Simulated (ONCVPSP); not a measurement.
# What the settings do to the ONCV potential of iodine

Base potential:

* Element: I
* Generator: ONCVPSP 4.0.1
* Type: optimised norm-conserving Vanderbilt (ONCV)
* Functional: LDA (Perdew-Wang 92)
* Relativity: scalar-relativistic
* Frozen core: [Kr]
* Valence charge: 17
* Reference configuration: 4d10 5s2 5p5
* Partial waves: 5s: rc 1.55 bohr, ncon 4, nbas 8, qcut 3.7 1/bohr, 2 projectors, debl 4 Ha; 5p: rc 1.90 bohr, ncon 3, nbas 7, qcut 4.9 1/bohr, 2 projectors, debl 2.3 Ha; 4d: rc 0.95 bohr, ncon 3, nbas 7, qcut 8.6 1/bohr, 3 projectors, debl 2.5 Ha
* Local potential: polynomial inside 0.90 bohr (lpopt 5, dvloc0 2 Ha)
* Core correction: Teter function, fcfact 5.5, rcfact 1.6

Cutoffs, loose and tight: the cutoffs (Ha) at which the residual kinetic energy of the hardest occupied pseudo-wave falls to 1 and 0.1 mHa per electron. They do not see the model core or the augmentation charge, which bear on the density cutoff. Test errors are all-electron minus pseudo excitation energies from the reference, over the configurations 4d10 5s2 5p4; 4d10 5s2 5p3; 4d10 5s2 5p2; 4d10 5s1 5p5. A dash means not determined; rows that change the core or the reference have their own tests.

1 further variants are left out, since the program set their typed debl aside.

A true bound ghost makes a file unfit for plane-wave use even where its test errors are small: the radial tests pick states by their node count and pass the ghost by.

| change | outcome | cutoff, loose | cutoff, tight | bound ghosts | GHOST(+) flags above zero | largest test error (meV) |
| --- | --- | --- | --- | --- | --- | --- |
| base | generated | 191 Ha | 294 Ha | s, p | s, d | -5.4 |
| s: rc 1.82 | generated | 191 Ha | 294 Ha | s, p | d | -6.0 |
| s: ncon 5, nbas 9 | generated | 191 Ha | 294 Ha | s, p | d | -6.1 |
| core correction none | generated | 191 Ha | 294 Ha | s, p | s, d | +4.8 |
| s: qcut 4.2; p: qcut 5.5; d: qcut 9.7 | failed: ERROR pspot: first pseudo wave function has node, program will stop | – | – | – | – | – |
| p: nbas 6 | generated | 191 Ha | 294 Ha | s, p | s, d | -5.5 |
| core correction Teter function, fcfact 5.5, rcfact 1.18 | generated | 191 Ha | 294 Ha | s, p | s, d | +4.5 |

Task: What comes out with this change to the base: d: qcut 7.7?

Result: outcome: generated; bound ghosts: s, p; GHOST(+) flags above zero: s, d; largest test error (meV): -5.0.
